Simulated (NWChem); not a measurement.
System: C₂H₂BrCl; SMILES C=C(Cl)Br

Program: NWChem. This build's default masses of Se (78.918 u) and Br (79.917 u) are each other's, which moves their modes by up to 0.6 %. The level has its own optimisation; frequencies are unscaled.

Problem. What does the run give for PBE/def2-SVP? Quantities: r C–C (Å); r C–H (Å); r C–Cl (Å); r Br–C (Å); highest harmonic frequency (cm⁻¹); lowest (cm⁻¹); zero-point energy (kcal/mol); dipole (D).

Solution. 
```json
{
 "r C–C (Å)": "1.343",
 "r C–H (Å)": "1.099",
 "r C–Cl (Å)": "1.735",
 "r Br–C (Å)": "1.901",
 "highest harmonic frequency (cm⁻¹)": "3212",
 "lowest (cm⁻¹)": "238",
 "zero-point energy (kcal/mol)": "20.0",
 "dipole (D)": "1.04"
}
```
